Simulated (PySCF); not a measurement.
A calculated (UHF, PySCF 2.14, x2c-SVPall, the spin-free X2C one-electron Hamiltonian (Gaussian nucleus)) atom or ion has these occupied shells.

| shell | electrons | orbital energy (eV) | rms radius, mean of both spins (bohr) |
| --- | --- | --- | --- |
| 1s α | 1 | -33351.5 | 0.0312 |
| 1s β | 1 | -33351.3 | 0.0312 |
| 2s α | 1 | -5270.4 | 0.127 |
| 2s β | 1 | -5270.3 | 0.127 |
| 2p α | 3 | -4730.7 | 0.113 |
| 2p β | 3 | -4730.4 | 0.113 |
| 3s α | 1 | -1124.0 | 0.334 |
| 3s β | 1 | -1123.7 | 0.334 |
| 3p α | 3 | -944.21 | 0.334 |
| 3p β | 3 | -943.83 | 0.334 |
| 3d α | 5 | -673.26 | 0.313 |
| 3d β | 5 | -673.09 | 0.313 |
| 4s α | 1 | -232.41 | 0.788 |
| 4s β | 1 | -231.64 | 0.788 |
| 4p α | 3 | -173.29 | 0.845 |
| 4p β | 3 | -172.42 | 0.845 |
| 4d α | 5 | -83.655 | 0.995 |
| 4d β | 5 | -82.990 | 0.995 |
| 5s α | 1 | -45.440 | 2.02 |
| 5s β | 1 | -37.429 | 2.02 |
| 5p α | 3 | -30.361 | 2.38 |

Name the element and its charge.

I²⁺ (iodine, charge +2), in [Kr] 4d10 5s2 5p3, high-spin 4S determinant.
